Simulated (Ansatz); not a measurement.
Name a neutral molecule of Ge, N, Si and H with ideal-gas entropy at 298 K and 1 bar (rigid rotor, harmonic PBE0-D4/def2-TZVP) between 331 and 347 J/(mol·K) and HOMO–LUMO gap (PBE/def2-TZVPP) between 5.05 and 5.35 eV (Ansatz, PBE0-D4/def2-TZVP geometry).

`[SiH3][NH][GeH3]` (343 J/(mol·K), 5.10 eV). Other molecules can fit too; these were computed, each in one conformer that needn't be the lowest.
